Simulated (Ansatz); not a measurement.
Several settings on one geometry of BeBr2 (that of the charge 0 singlet, PBE-D4/def2-TZVP). Ansatz on 4 threads of Arm Neoverse V1 on a shared host; times are rough.

```
atom    x (Å)    y (Å)    z (Å)
 Be1  -0.0001   0.0000   0.0001
 Br2  -1.5262   0.5519  -1.0994
 Br3   1.5263  -0.5518   1.0994
```

Totals from different functionals, basis sets or treatments of relativity can't be compared as stabilities.

LC-ωPBE has ω = 0.4 bohr⁻¹. Correlated methods freeze 18 core orbitals; core or outer-core shells of Br are correlated, in sets that lack core-valence functions.

The spins typed aren't always the lowest for that charge.

(1) Give the basis size and estimate the energy, ⟨S²⟩ and time of these runs.

```
run                 method  charge    state                                                                                                                                  further keys
  1   UKS LC-ωPBE/def2-SVP       1  doublet  nuclear_model: gaussian; point_charges: [{charge: 1.00, position_ang: [5.525, -0.755, -0.171]}]; scf: {omitted_lower_state_checks: [starts]}
  2      UKS PBE-D4/STO-3G       0  singlet                                                                                               accuracy: high; scf: {lower_state_search: full}
  3  RHF, bccd_t/def2-TZVP       0  singlet                                                                                                   scf: {omitted_lower_state_checks: [starts]}
```

## Answers

(1) 
| run | functions | energy (Eh) | ⟨S²⟩ | wall time |
| --- | --- | --- | --- | --- |
| 1 | 73 | -5161.2844 | 0.75 | 2.5 s |
| 2 | 41 | -5105.8330 | 0.00 | 0.95 s |
| 3 | 115 | -5160.2626 | – | 3.4 s |
